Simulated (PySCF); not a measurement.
## A survey of $^{17}$O NMR shifts

One conformer, in vacuum, relativity neglected, averaged over atoms made equivalent by symmetry, fast rotation or ring inversion. PBE0/pcSseg-1 with gauge-including orbitals; GFN2-xTB geometry; PySCF 2.14.0 with density-fitted response routines.

Shieldings were converted by a linear fit to measured shifts: $^{17}$O: δ = 266.70 − 0.911σ (rms 10.7 ppm, 155 shifts, 12.2 ppm with the 3 outliers that the fit left out vs liquid water, solution or neat liquid). A few per cent of atoms miss by over 2 rms, more outside the fitted compound classes.

Question: Give the $^{17}$O shifts of `C=CC[Si@@H](O)NC`.

Answer: 
```json
{"compound": "C=CC[Si@@H](O)NC", "environment": "oxygen bonded to Si, H", "δ (ppm)": "-14.2"}
```

Question: Match the shifts 687.9, 562.3, 387.5, 72.5, -11.1 ppm to `C=C[C@H](C=O)CC(F)(F)F`, `C=C(C)O[SiH2]NC`, `CCC/C=N\[SiH2]O`, `C#C[Si@@H](F)C(=O)C=C`, `O=CF`.

Answer: 687.9: C#C[Si@@H](F)C(=O)C=C (carbonyl oxygen); 562.3: C=C[C@H](C=O)CC(F)(F)F (aldehyde oxygen); 387.5: O=CF (carbonyl oxygen); 72.5: C=C(C)O[SiH2]NC (oxygen bonded to C, Si); -11.1: CCC/C=N\[SiH2]O (oxygen bonded to Si, H).
